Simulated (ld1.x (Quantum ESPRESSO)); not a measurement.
**PBEsol ultrasoft dataset for iodine, scalar-relativistic all-electron reference.**

I, ultrasoft, made with ld1.x (Quantum ESPRESSO) 7.5 (PBEsol, scalar-relativistic). Core [Kr], reference 4d10 5s2 5p5. Waves: 5s (bound): rcut 1.30, rcutus 1.85 bohr; 5s channel at -0.9 Ry: rcut 1.30, rcutus 1.85 bohr; 5p (bound): rcut 1.70, rcutus 1.90 bohr; 5p channel at 0.95 Ry: rcut 1.70, rcutus 1.90 bohr; 4d (bound): rcut 1.15, rcutus 1.40 bohr; 4d channel at -1.35 Ry: rcut 1.15, rcutus 1.40 bohr. Local part: all-electron potential smoothed inside 1.10 bohr (lloc = -2). Core correction: Bessel-smoothed model core inside 0.85 bohr. Augmentation charge: PSQ, inside the norm-conserving radii.

Poles of the logarithmic derivatives, all-electron (AE) and pseudo (PS). Narrow ghost or core levels that the grid stepped over were put in at their known energies. s: poles at 1.5 (AE) and -3.9, 1.5 (PS) Ry. p: poles at 3.4 (AE) and 2.9, 3.6 (PS) Ry. d: poles at -3.5 (AE) and -3.5 (PS) Ry. Test radius 2.06 bohr.

* Cutoffs needed: 80 Ry and 140 Ry (the cutoffs (Ry, on a coarse ladder) from which the occupation-weighted sum of valence levels, in a spherical-Bessel basis at the reference potential, stays within 10 and 1 mRy of its value at 400 Ry)
* Ghost test: ghost state, extra bound levels that the all-electron valence spectrum of the same l lacks: s at -52.6 eV; a true bound ghost makes a file unfit for plane-wave use (spherical-Bessel basis up to 400 Ry, 20 bohr box)
* Largest excitation error: -62 meV (all-electron minus pseudo) for 4d10 5s2 5p1, out of 7 test configurations
* Lowest eigenvalue of the overlap operator: 0.34 (s channel)
* Density cutoff estimated by the generator: 321 Ry
